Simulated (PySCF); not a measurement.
## Spin-rotation constants: SMILES C1(B(F)F)=C(SC)CC1, C5H7BF2S

Cartesian coordinates in Å; atom numbers follow the order of the lines, from 1:
```xyz
16

C     2.486    0.834    0.067
S     1.862   -0.588   -0.870
C     0.186   -0.600   -0.495
C    -0.708    0.120    0.245
B    -0.768    1.338    1.150
F    -1.918    1.717    1.697
F     0.249    2.129    1.485
C    -1.853   -0.797   -0.167
C    -0.821   -1.590   -0.997
H     2.002    1.738   -0.284
H     2.289    0.684    1.123
H     3.554    0.878   -0.118
H    -2.304   -1.352    0.652
H    -2.634   -0.312   -0.747
H    -0.978   -1.573   -2.074
H    -0.652   -2.616   -0.678
```

The calculation used PySCF 2.14.0, GIAO wB97X/pcSseg-1 magnetisability, rotational g tensor and spin-rotation constants, non-relativistic, gas phase. Geometry: GFN2-xTB.

(1) Give the nuclear spin-rotation constants along the inertial axes (H = +C I·J) beside the isotropic shieldings.

Results:

(1) Rotational constants 1.7866, 1.1086, 0.6931 GHz. A star marks the isotopologue with that one atom substituted, in its own axes.
```csv
atom,isotope,Caa (kHz),Cbb (kHz),Ccc (kHz),mean (kHz),σ (ppm)
B5,11B,0.424,0.289,0.142,0.285,81.6
F6,19F,1.812,2.166,0.348,1.442,269.8
F7,19F,3.287,1.208,0.394,1.630,268.0
H10,1H,-0.112,-0.108,-0.013,-0.078,29.0
H11,1H,-0.110,-0.109,-0.014,-0.077,29.0
H12,1H,-0.063,-0.049,-0.081,-0.064,29.7
H13,1H,-0.142,-0.086,-0.013,-0.081,29.3
H14,1H,-0.139,-0.086,-0.014,-0.080,29.3
H15,1H,-0.157,-0.083,-0.013,-0.084,29.2
H16,1H,-0.154,-0.083,-0.014,-0.084,29.2
C1,13C*,0.241,0.153,0.101,0.165,169.3
S2,33S*,0.554,0.274,0.186,0.338,459.4
C3,13C*,0.786,0.664,0.107,0.519,0.4
C4,13C*,0.586,0.508,0.093,0.396,61.3
C8,13C*,0.307,0.174,0.088,0.190,161.6
C9,13C*,0.316,0.174,0.100,0.197,156.3
```
For the geometry as given, no vibrational averaging.
